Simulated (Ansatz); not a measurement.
Program: Ansatz 0.2.0.

CH4AlNO (`N[C](=O)[AlH2]`). Charge 0, multiplicity 1. The geometry is a stationary point of PBE0-D4/def2-TZVP. It is one conformer, not always the lowest.

```xyz
8

N    -0.544    0.868    1.035
C    -0.613    0.245   -0.170
O    -1.580    0.378   -0.905
Al    0.887   -0.935   -0.811
H     0.252    0.759    1.638
H    -1.308    1.456    1.335
H     0.726   -1.629   -2.218
H     2.180   -1.142    0.096
```

(1) What is the dipole moment at r2SCAN/def2-TZVPP? (An estimate is asked.)

(2) And with PBE, B3LYP, ωB97M-V? (Estimate.)

(3) Give the Mulliken charges with r2SCAN, PBE, B3LYP in def2-TZVPP. (Estimate.)

Answers

(1) The calculation gave: 3.37 D, with components (1.88, 0.48, 2.76) D in this frame, pointing from negative to positive charge.

(2) The calculation gave: PBE 3.26 D, B3LYP 3.43 D, ωB97M-V 3.46 D.

(3) The calculation gave: 
```json
{"atom": "N1", "r2SCAN": "-0.29", "PBE": "-0.22", "B3LYP": "-0.24"}
{"atom": "C2", "r2SCAN": "0.12", "PBE": "0.06", "B3LYP": "0.10"}
{"atom": "O3", "r2SCAN": "-0.38", "PBE": "-0.31", "B3LYP": "-0.35"}
{"atom": "Al4", "r2SCAN": "0.51", "PBE": "0.35", "B3LYP": "0.44"}
{"atom": "H5", "r2SCAN": "0.18", "PBE": "0.18", "B3LYP": "0.17"}
{"atom": "H6", "r2SCAN": "0.17", "PBE": "0.16", "B3LYP": "0.15"}
{"atom": "H7", "r2SCAN": "-0.15", "PBE": "-0.10", "B3LYP": "-0.12"}
{"atom": "H8", "r2SCAN": "-0.17", "PBE": "-0.12", "B3LYP": "-0.15"}
```

B3LYP here is the variant with VWN-RPA as its local correlation; programs differ in this.
